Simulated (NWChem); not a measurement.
Molecule: GaH₃S₃; SMILES [Ga]([SH])([SH])[SH]

```xyz
7

Ga    -0.0023    -0.0074     0.0000
S     -2.1936    -0.1884     0.0000
H     -2.3923     1.1486     0.0000
S      0.9146     1.9987     0.0000
H      2.1858     1.5415     0.0000
S      1.1493    -1.8846     0.0000
H      2.3530    -1.2714     0.0000
```
Atoms are numbered in this order, from 1.

All runs: NWChem. Coordinates come from a PBE0/def2-SVP optimisation. Ions are spin-unrestricted doublets at the neutral geometry; other ion states weren't tried.

For level B3LYP/def2-SVP:

- −ε(HOMO) (eV) = 7.16

### Question
How do the values read with level PBE/def2-SVP instead?

### Answer
| Item | Value |
|---|---|
| −ε(HOMO) (eV) | 6.23 |
